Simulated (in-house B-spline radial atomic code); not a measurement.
Ionisation energies along the 20-electron series, configuration 1s2 2s2 2p6 3s2 3p6 3d3/2(2), as differences of self-consistent energies. Dirac energy differences include first-order Breit, QED and recoil terms. NIST's values go from ground level to ground level; the uncertainty of those that are theory runs from under 0.1 % in few-electron ions to several per cent in heavy many-electron ones. Computed with a B-spline radial code for spherical atoms: Dirac-Hartree-Fock, jj configuration that fills j = l - 1/2 first, finite nuclei.

A number in brackets counts the electrons of a j subshell.

```csv
ion,configuration after,ionisation energy (eV),IE/(q+1)² (eV),-ε less Coulomb ΔSCF (eV),Breit and QED recoil part (eV),tabulated value (eV),tabulated kind,computed minus tabulated (eV)
Mo22+,[Ar] 3d3/2(1),1015.9,1.9204,1.8391,-0.32718,1019,tabulated theory,-3.1
Tc23+,[Ar] 3d3/2(1),?,?,?,?,?,tabulated theory,?
Ru24+,[Ar] 3d3/2(1),1183.2,1.8931,1.8562,-0.41932,1187,tabulated theory,-3.8
Rh25+,[Ar] 3d3/2(1),1271.5,1.8809,1.8641,-0.47086,1274,tabulated theory,-2.5
Pd26+,[Ar] 3d3/2(1),?,?,?,?,?,tabulated theory,?
Ag27+,[Ar] 3d3/2(1),1457.3,1.8588,1.879,-0.58556,1460,tabulated theory,-2.7
Cd28+,[Ar] 3d3/2(1),1554.9,1.8489,1.886,-0.64893,1558,tabulated theory,-3.1
In29+,[Ar] 3d3/2(1),1655.6,1.8396,1.8927,-0.71659,1659,tabulated theory,-3.4
Sn30+,[Ar] 3d3/2(1),?,?,?,?,?,tabulated theory,?
Sb31+,[Ar] 3d3/2(1),1866.3,1.8226,1.9054,-0.86512,1869,tabulated theory,-2.7
Te32+,[Ar] 3d3/2(1),1976.4,1.8148,1.9115,-0.94622,1979,tabulated theory,-2.6
```

Fill in the row of Tc23+.

ionisation energy (eV): 1098.0; IE/(q+1)² (eV): 1.9063; -ε less Coulomb ΔSCF (eV): 1.8479; Breit and QED recoil part (eV): -0.37149; tabulated value (eV): 1102; computed minus tabulated (eV): -4.0.

Fill in the row of Pd26+.

ionisation energy (eV): 1362.9; IE/(q+1)² (eV): 1.8695; -ε less Coulomb ΔSCF (eV): 1.8717; Breit and QED recoil part (eV): -0.52622; tabulated value (eV): 1366; computed minus tabulated (eV): -3.1.

Fill in the row of Sn30+.

ionisation energy (eV): 1759.4; IE/(q+1)² (eV): 1.8308; -ε less Coulomb ΔSCF (eV): 1.8992; Breit and QED recoil part (eV): -0.78858; tabulated value (eV): 1763; computed minus tabulated (eV): -3.6.
